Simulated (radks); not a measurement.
Results of a calculation; reference values are marked as such.
Species: Pt2-. Configuration: [Hg].

Level of theory: scalar-relativistic Kohn-Sham, LDA (Slater exchange, VWN5 correlation), spin-polarised, spherical densities, finite nucleus; Fermi nuclear charge, rms radius 5.427 fm; Watson sphere of charge +1.65 and radius 5.88 bohr (a radial shooting solver on a logarithmic mesh with Libxc functionals).

Energy parts (eV; the electron-nucleus part includes the sphere):
total: -501283.86
kinetic: 557952.89
electron-nucleus: -1245827.85
Hartree: 195959.80
exchange-correlation: -9368.70

Orbitals (lengths in bohr, moments of r in powers of bohr):
orbital  occ.  eigenvalue (eV)   <1/r>       <r^4>
1s          2        -78327.05   93.83   4.530e-07
2s          2        -13757.44   22.00  0.00006673
2p          6        -11931.18   19.66  0.00005369
3s          2        -3226.539   8.153    0.002422
3p          6        -2694.433   7.461    0.002646
3d         10        -2115.148   7.030    0.002034
4s          2        -687.8093   3.492     0.05485
4p          6        -513.1576   3.157     0.07327
4d         10        -300.6581   2.826      0.1025
5s          2         -95.9581   1.421       1.511
4f         14         -64.3731   2.390      0.2218
5p          6         -50.1136   1.202       2.935
6s          2          -1.8606  0.3452       678.9
5d         10          -0.6056  0.7338       128.1

The highest occupied level is 5d at -0.606 eV. The density falls to 0.001 e/bohr^3 at r = 5.42 bohr. Summed over all electrons, <r^2> = 110.7 bohr^2, which gives a Langevin (diamagnetic) susceptibility term of -87.7 x 10^-6 cm^3/mol. The electron density at the nucleus is 2.108e+06 e/bohr^3 (large components only).
